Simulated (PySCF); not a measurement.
**Electron correlation in Ba(2+) (barium, charge +2)**

[Xe], closed-shell 1S. All numbers are calculated (PySCF 2.14, scalar relativity through the core potential, in def2-TZVP with the def2 core potential (46 electrons)). Frozen: 5s2; 6 electrons correlated.

Total MP2 correlation energy: -97.25 mhartree.

Same-spin part -27.52 and opposite-spin part -69.74 mhartree; SCS-MP2 scales them by 1/3 and 6/5 to -92.85 mhartree.

| level | correlation energy (mhartree) |
| --- | --- |
| CCSD | -104.18 |
| (T) | -2.66 |
| CCSD(T) | -106.84 |

Diagnostics: T1 = 0.00073, D1 = 0.0010, largest double amplitude 0.027.

Cost of the coupled-cluster step: 0.3 s of wall time on 1 thread of Neoverse-N1 (shared host), for 6 correlated electrons.
